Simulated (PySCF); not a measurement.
Compound: C6H11BO2.
Atom-mapped SMILES: `[CH3:1][CH:2]([CH3:3])[C:4]1=[O+:5][BH2-:6][O:7][CH:8]=[CH:9]1`

Cartesian coordinates in Å at the PBE0-D3(BJ)/def2-SVP level; atoms count from 1:
```xyz
20
C6H11BO2 angstrom
C     -1.8677    1.1106    0.6624
C     -1.2275   -0.2271    0.3026
C     -1.8072   -0.8145   -0.9864
C      0.2702   -0.1273    0.1933
O      0.9374   -1.0482    0.7648
B      2.4596   -0.9126    0.8849
O      2.9423   -0.3082   -0.4311
C      2.2217    0.5972   -0.9567
C      0.9080    0.8552   -0.5860
H     -2.9461    0.9735    0.8316
H     -1.7538    1.8483   -0.1471
H     -1.4315    1.5378    1.5772
H     -1.4036   -0.9436    1.1203
H     -2.8914   -0.9672   -0.8764
H     -1.6433   -0.1389   -1.8402
H     -1.3484   -1.7855   -1.2238
H      2.6854   -0.1011    1.7744
H      2.9402   -2.0159    1.0178
H      2.6849    1.1447   -1.7917
H      0.3398    1.6389   -1.0831
```

Definitions: NICS(0) = −σiso at the ring centroid; NICS(1) = −σiso and NICS(1)zz = −σzz at ±1 Å along the ring normal z. Level: GIAO PBE0/pcSseg-1 (PySCF, non-relativistic, gas phase) on the PBE0-D3(BJ)/def2-SVP geometry, one conformer.

Ring bond lengths (Å), with Mayer bond orders in brackets: C4–O5 1.273 (1.40), O5–B6 1.533 (0.66), B6–O7 1.527 (0.68), O7–C8 1.271 (1.39), C8–C9 1.389 (1.42), C9–C4 1.407 (1.29).

Task: What do the NICS probes read (ppm)?

Result: 
| ring | type | NICS(0) | NICS(1), two faces | NICS(1)zz, two faces | rms pucker (Å) | centre to ring atoms, mean (Å) |
| --- | --- | --- | --- | --- | --- | --- |
| C4–O5–B6–O7–C8–C9 | 6-membered ring with B and 2 O; formal bonds 2 double, 4 single | 2.0 | -1.5 / -0.7 | 3.0 / 3.5 | 0.17 | 1.38 |

Task: What do they say, and how far can they be read as aromaticity?

Result: 
- C4–O5–B6–O7–C8–C9: mean NICS(1)zz 3.3 ppm, deshielded. B6 has four or more neighbours; no verdict on aromaticity is drawn.

Task: At the second NICS(1) probe listed for ring C4–O5–B6–O7–C8–C9, 1 Å off the ring, what do the in-plane components average?

Result: The isotropic value is a third of the trace: (3 × -0.7 − (3.5))/2 = -2.8 ppm.

Task: Give the inner angles of the rings and the Hirshfeld charges of the ring atoms.

Result: 
- C4–O5–B6–O7–C8–C9: C4 121.1° (+0.171 e), O5 119.5° (-0.103 e), B6 106.3° (+0.043 e), O7 117.3° (-0.113 e), C8 123.9° (+0.119 e), C9 116.5° (-0.115 e); sum 704.7° against 720° for a flat convex ring.

Task: How do the values depend on the level or the medium?

Result: 
```tsv
level	NICS(0), C4–O5–B6–O7–C8–C9	mean NICS(1)zz, C4–O5–B6–O7–C8–C9
PBE0/pcSseg-1, gas	2.0	3.3
mPW1PW91/pcSseg-1, gas	2.0	3.2
PBE0/pcSseg-1, IEF-PCM acetone	1.6	2.2
PBE0/pcSseg-1, IEF-PCM chloroform	1.7	2.4
```

The geometry is the same throughout; the continuum's cavity takes Bondi-type radii × 1.2.
